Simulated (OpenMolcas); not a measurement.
V4+ among 4 point charges of -1.95 e arranged as a square (D4h), 1.72 Å from the ion.

| Quantity | Value |
| --- | --- |
| Program | OpenMolcas 26.06 |
| Method | CASSCF |
| Basis | ANO-RCC-VDZP [5s4p2d1f] |
| Scalar Hamiltonian | DKH2, point nucleus |
| Active space | 1 electron in 5 orbitals (3d) |
| State averaging | 2S+1 = 2 even, 5 roots |
| Spin-orbit coupling | state interaction with AMFI integrals over the reference wave functions |

(1) What is the spin-free ground state (labels of D4, the rotations of D4h)?

(2) Where is the first state of the same spin?

(3) What are the lowest two levels with spin-orbit coupling?

(4) What is χT at 300 K, and how does it compare with the textbook value?

## Answers

(1) 2A1, 1-fold in its orbital part, 100 % from free-ion D terms; it has the highest spin that d1 allows.

(2) 2E at 2930 cm-1 above the ground state.

(3) A 2-fold level E1/2 with g = 1.51, 1.51, 1.98, then a 2-fold level E1/2 2867 cm-1 above it. Their leading multiplicities are 2 (100 %) and 2 (100 %).

(4) The lowest level has 2S+1 = 2, for which the spin-only value is χT = S(S+1) / 2 = 0.375 cm3 K/mol (g = 2). The computed 0.368 at 300 K differs by -0.007, through orbital momentum, spin-orbit coupling and any other state in reach.

This is an electrostatic model: the charges have no orbitals. No measured value stands beside these numbers.
